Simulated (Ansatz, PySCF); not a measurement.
CH4S, charge +1, doublet, at a GFN2-xTB geometry (a state made from the parent by changing its charge; the spin is typed, not shown lowest). Base run: B3LYP/STO-3G run with PySCF.

The PySCF input:
```python
from pyscf import gto, scf, dft

mol = gto.M(
    atom='''
C    -1.029440   -0.444307    0.048729
S     0.559078    0.332457   -0.035835
H    -1.136655   -0.999476    0.986830
H    -1.804915    0.316489   -0.027175
H    -1.141830   -1.178647   -0.756165
H     1.314798   -0.791832    0.077492
''',
    basis='sto-3g',
    charge=1,
    spin=1,
    verbose=4,
)

mf = dft.UKS(mol)
mf.xc = 'b3lyp'
mf.kernel()
```

The same geometry, method and basis name were run in Ansatz (a quantum-chemistry and plane-wave program) and PySCF, at each program's defaults and at the settings that a row names. The base is PySCF at its defaults. Differences at the defaults can come from grids, fitting, cores and function types together.

```csv
code and settings,ΔE vs base (mEh),basis functions,E (Eh),SCF cycles
"PySCF, defaults (exact integrals, its default grid, spherical functions)",0.000,18,-433.54390,9
"Ansatz, defaults (factorised integrals, its default grid, spherical functions)",0.000,18,-433.54390,-
"PySCF, density fitting with def2-universal-jkfit",-0.942,18,-433.54484,9
"PySCF, fine grid",0.000,18,-433.54390,9
"Ansatz, high accuracy",0.000,18,-433.54390,-
```

Open shells are given as the SCF converged; they aren't shown to be the lowest states, and a large step between rows can be another state.
